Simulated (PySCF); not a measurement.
# One molecule, several mistakes: AlBCH2O

These are calculations, not measurements. The program is PySCF 2.14.0, an open-source quantum chemistry code, run on an isolated molecule that a program drew, which may never have been made. The molecule is AlBCH2O (charge 0, singlet), drawn as the SMILES string `B=C[O][Al]`.

Each row is a Hartree-Fock (HF) and frozen-core CCSD(T) single point in the cc-pV(D+d)Z basis, meant for a local HF minimum. Run 1 is clean. Each other run has one planted mistake out of seven kinds, and not every kind appears here: one electron removed, one electron added, multiplicity raised by two, geometry at a saddle point, minimal basis STO-3G, one bond length entered in bohr, all coordinates scaled. The reference is restricted for singlets and unrestricted otherwise, and also for a bond in bohr. Adding or removing an electron swaps singlet and doublet. Electrons count all cores. HOMO and LUMO are orbital energies over both spins, the gradient is its largest component, and the lowest frequency (negative if imaginary) is given only where the gradient is small. Bond lengths are over the 5 bonds as drawn. T1 is the CCSD diagnostic: over 0.02 (restricted) or 0.045 (unrestricted) a single reference is doubtful.

Geometry of the clean run:
```xyz
6
AlBCH2O, angstrom
B    -0.6613    1.0958   -0.4590
C     0.3934    0.6653    0.3488
O     1.1508    1.3752    1.2130
Al    2.1495    2.1710    2.3100
H    -1.5564    1.3696   -1.1695
H     0.6483   -0.3929    0.2778
```

```
run,electrons,basis functions,<S^2>,HOMO (eV),LUMO (eV),gradient (hartree/bohr),lowest frequency (cm^-1),mean bond (Å),longest bond (Å),T1,HF (hartree),CCSD(T) (hartree),mistake
1,34,75,0.000,-8.02,1.70,1.8e-05,83,1.3393,1.683,0.0183,-380.45578,-380.93559,no fault
2,34,26,0.000,-4.35,7.83,3.9e-02,-,1.3393,1.683,0.0187,-375.67907,-375.88877,minimal basis STO-3G
3,33,75,0.757,-12.89,-5.75,9.2e-02,-,1.3393,1.683,0.0251,-380.20578,-380.64723,one electron removed
4,35,75,0.864,-0.14,5.38,4.2e-02,-,1.3393,1.683,0.0342,-380.41694,-380.92009,one electron added
5,34,75,0.000,-7.76,1.57,4.3e-02,-,1.4251,1.791,0.0208,-380.43200,-380.92514,?
6,34,75,2.019,-6.96,1.05,6.2e-02,-,1.3393,1.683,0.0224,-380.41963,-380.87372,?
```

**Which mistake was planted in run 5, and what did it cost?**

The mean and the longest bond both change by the same factor, 1.064, and the gradient is no longer small. So the mistake is: all coordinates scaled. Subtracting run 1 and multiplying by 627.51 kcal/mol a hartree, the energy moved by 14.9 kcal/mol in HF and 6.6 kcal/mol in CCSD(T).

**Which mistake was planted in run 6, and what did it cost?**

Electrons, basis and geometry are unchanged, and <S^2> is 2.019, beside S(S+1) = 2.00 for a multiplicity of 3. So the mistake is: multiplicity raised by two. Subtracting run 1 and multiplying by 627.51 kcal/mol a hartree, the energy moved by 22.7 kcal/mol in HF and 38.8 kcal/mol in CCSD(T).

Cautions from the logs. Run 4: the added electron raises the CCSD(T) energy, so it isn't bound in this basis; run 5: T1 is over the limit, so its CCSD(T) energy is less reliable.
